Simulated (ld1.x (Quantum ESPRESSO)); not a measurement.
Reading a pseudo-wave (Gd (Z = 64))

Columns: radius, all-electron u(r) and pseudo u(r) of the 4f shell (level -10.39 eV) of gadolinium in the configuration [Kr] 4d10 4f7 5s2 5p6 5d1 6s1.75 6p0; LDA (PZ), scalar-relativistic, PAW scheme, ld1.x (Quantum ESPRESSO) 7.5.

| r (bohr) | all-electron | pseudo |
| --- | --- | --- |
| 0.155 | 0.2294 | 0.0449 |
| 0.310 | 0.7602 | 0.4368 |
| 0.465 | 1.0433 | 0.9671 |
| 0.620 | 1.0748 | 1.0775 |
| 0.775 | 0.9875 | 0.9875 |
| 0.930 | 0.8627 | 0.8627 |
| 1.085 | 0.7360 | 0.7360 |
| 1.240 | 0.6209 | 0.6209 |
| 1.395 | 0.5211 | 0.5211 |
| 1.550 | 0.4367 | 0.4367 |
| 1.705 | 0.3661 | 0.3661 |
| 1.860 | 0.3073 | 0.3073 |
| 2.015 | 0.2585 | 0.2585 |
| 2.170 | 0.2180 | 0.2180 |
| 2.325 | 0.1843 | 0.1843 |
| 2.480 | 0.1562 | 0.1562 |
| 2.635 | 0.1327 | 0.1327 |
| 2.790 | 0.1130 | 0.1130 |
| 2.945 | 0.0964 | 0.0964 |
| 3.100 | 0.0825 | 0.0825 |
| 3.255 | 0.0707 | 0.0707 |
| 3.410 | 0.0607 | 0.0607 |
| 3.565 | 0.0523 | 0.0523 |
| 3.720 | 0.0450 | 0.0450 |
| 3.875 | 0.0388 | 0.0388 |
| 4.030 | 0.0335 | 0.0335 |

Task: How many radial nodes do the two functions have?

Result: The all-electron 4f function has n − l − 1 = 0; the pseudo-wave has 0.

Task: At about which radius was the pseudo-wave matched?

Result: 0.70 bohr, where the columns begin to agree (steps of 0.15 bohr).

Task: Is the pseudo-wave norm-conserving?

Result: No, it belongs to a PAW set: the norm inside the radius is not constrained, and the difference is carried by the augmentation charge.
